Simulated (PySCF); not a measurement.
**TiCl₄: double against triple zeta**

Base calculation in PySCF with density fitting and no spin–orbit coupling, PBE0/def2-SVP (no relativity): singlet, Td, Ti–Cl 2.155 Å (×4); wavenumbers 118 (×2), 136 (×3), 393, 513 (×3) cm⁻¹; gap between the highest occupied and lowest empty levels 5.78 eV, polar-tensor charge of Ti 1.97 e, atomisation energy (no zero-point energy) 1724 kJ/mol.

Q: What changes on going to PBE0/def2-TZVP (no relativity)?

A: The point group stays the same. Changes: mean bond to Ti +0.008 Å, highest wavenumber -2 cm⁻¹, lowest wavenumber -3 cm⁻¹, gap between the highest occupied and lowest empty levels +0.09 eV, polar-tensor charge of Ti +0.09 e, atomisation energy (no zero-point energy) +3 kJ/mol. The new structure has Ti–Cl 2.163 Å (×4), with wavenumbers 115 (×2), 137 (×3), 396, 511 (×3) cm⁻¹.

The structures come from searches over a few start shapes, so lower isomers are not excluded.
